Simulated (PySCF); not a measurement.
Si(H)(Et)(OH)2 (C₂H₈O₂Si), SMILES CC[SiH](O)O. Atoms are numbered in the order given.

```xyz
13

Si     0.5008     0.1954     0.2789
O      0.4687     1.2902    -0.9780
O      1.8332    -0.7995     0.2288
C     -0.9820    -0.9055     0.0824
C     -2.3109    -0.1562     0.0490
H      0.5108     0.9732     1.5621
H      0.9022     2.1360    -0.8420
H      2.6903    -0.4081     0.4151
H     -0.8287    -1.4754    -0.8509
H     -0.9630    -1.6525     0.8944
H     -3.1623    -0.8384    -0.0996
H     -2.3259     0.5824    -0.7670
H     -2.4917     0.3914     0.9882
```

Geometry optimised at PBE0-D3(BJ)/def2-SVP. Other conformers were not sampled.

Calculation: SMD-M06-2X/6-31G* in PySCF.

Solvation free energies are E(SMD) − E(gas) at the gas-phase geometry, for 1 M in both phases. In vacuum the dipole moment is 2.27 D.

Computed solvation free energies in water, chlorobenzene, acetonitrile:
```
solvent        ΔG(solv) (kcal/mol)  its non-electrostatic (CDS) part  dipole (D)
-------------  -------------------  --------------------------------  ----------
water                         -8.9                               3.4        2.90
chlorobenzene                 -5.9                              -1.7        2.52
acetonitrile                  -7.5                              -0.9        2.67
```
